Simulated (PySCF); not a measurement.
Molecule: `InChI=1S/ClH5SSi2/c1-4-2-3/h4H2,3H3`.

Structure with atom numbers: `[SiH3:1][S:2][SiH2:3][Cl:4]`. Each H is labelled by its parent atom.

Geometry PBE0-D3(BJ)/def2-SVP throughout; GIAO in PySCF 2.14.0 with density-fitted response routines, gas phase, one conformer, non-relativistic; equivalent atoms averaged; basis pcSseg-2.

For orientation, WP04 gives these shifts δ (against TMS, CS2, HCl at the same level): Si3 -2.5, Si1 -45.5, S2 -233.2, Cl4 -3.4, H(Si3) 5.03, H(Si1) 4.13 ppm.

A run gave: Si3 -1.5, Si1 -53.9, S2 -216.4, Cl4 44.1, H(Si3) 5.93, H(Si1) 4.85 ppm (shifts δ (against TMS, CS2, HCl at the same level)).

**Question.** Which functional was used in that run?
A. KT2
B. BHandHLYP
C. BP86
D. wB97X-D
E. CAM-B3LYP

**Answer.** C. S2 tells them apart best: BP86 gives -216.4, BHandHLYP gives -251.3, CAM-B3LYP gives -241.1, KT2 gives -202.6, wB97X-D gives -251.1 ppm.
